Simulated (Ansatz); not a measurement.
Molecule: Sn$_{2}$H (charge -1, singlet). It need not be the lowest isomer of its formula. Whether it binds its extra electron was not tested at this geometry. 
Structure (B3LYP-D3(BJ)/def2-TZVP (Ansatz, a program for electronic structure) minimum search):
```
Sn
H 1 1.7478
Sn 1 2.5502 2 180.00
```
Charge -1, spin multiplicity 1.

### Question
Give the harmonic wavenumbers at B3LYP-D3(BJ)/def2-TZVP (Ansatz, finite differences of forces, unscaled).

### Answer
82, 82, 231, 1688 cm⁻¹. Zero-point energy 3.0 kcal/mol.

### Question
From these and the geometry, give the ideal-gas thermochemistry at 298.15 K and 1 atm (rigid rotor, harmonic oscillator).

### Answer
Point group C∞v, rotational symmetry number 1. Rotational constants 1.279, 1.279 GHz. S(trans) 42.31, S(rot) 18.86, S(vib) 9.58, S(elec, spin only) 0.00, S 70.7 cal/(mol K). H(298) - H(0) 3.36 kcal/mol; G - E(el) -14.7 kcal/mol.
